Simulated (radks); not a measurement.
The numbers below are computed, except where a source is named.
Problem. Excited configurations of neutral beryllium: one electron is placed in a higher orbital outside [He] 2s1. The ground configuration is [He] 2s2. Level of theory: scalar-relativistic Kohn-Sham, r2SCAN, spin-unpolarised, spherical densities, finite nucleus; meta-GGA in the generalised Kohn-Sham scheme; Fermi nuclear charge, rms radius 2.519 fm (a radial shooting solver on a logarithmic mesh with Libxc functionals). Excitation = E - E(ground); binding = E(ion) - E, where the ion is the core of charge +1; n* = 1/sqrt(2 binding) in atomic units, and the quantum defect is n - n*.

| outer orbital | excitation (eV) | binding (eV) | n* | quantum defect | eigenvalue (eV) | <r> (bohr) |
|---|---|---|---|---|---|---|
| 2p | 4.002 | 5.606 | 1.558 | 0.442 | -2.386 | 3.149 |
| 3s | 6.938 | 2.669 | 2.258 | 0.742 | -1.590 | 7.755 |
| 4p | 8.533 | 1.075 | 3.558 | 0.442 | -0.667 | 18.48 |
| 6p | 9.145 | 0.463 | 5.422 | 0.578 | -0.308 | 45.97 |

Estimate the row for 3p.

Solution. excitation (eV) 7.619; binding (eV) 1.988; n* 2.616; quantum defect 0.384; eigenvalue (eV) -1.096; <r> (bohr) 9.367. The Delta-SCF ionisation energy is 9.607 eV (NIST Atomic Spectra Database: 9.323 eV, measured). Self-interaction in the functional shifts the binding energies and quantum defects, so they are the method's values and not measured ones. Spin polarisation and multiplet splitting are left out, so open shells lie too high by an amount that depends on their filling.

Beside tabulated values, note that spin-unpolarised runs miss the spin-polarisation part of the exchange energy of open shells.
